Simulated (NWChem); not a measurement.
# C2H4N3 cation; SMILES [nH+]1cnc[nH]1

Program: NWChem. Pople sets run with spherical d functions. STO-3G and 3-21G are far too small for this property and stand as cheap habits. Structure relaxed at the PBE0/def2-SVP level. B3LYP is NWChem's, with the RPA form of VWN correlation. Field at 589 nm.

```csv
level,isotropic polarisability (bohr³),anisotropy (bohr³),relative time
B3LYP/STO-3G,20.8,23.6,1
B3LYP/6-31G*,32.4,25.4,5
B3LYP/def2-SVP,33.2,22.8,5
B3LYP/def2-SVPD,38.0,21.2,20
B3LYP/aug-cc-pVDZ,38.7,21.3,40
```

Times are rough ratios from one shared machine.
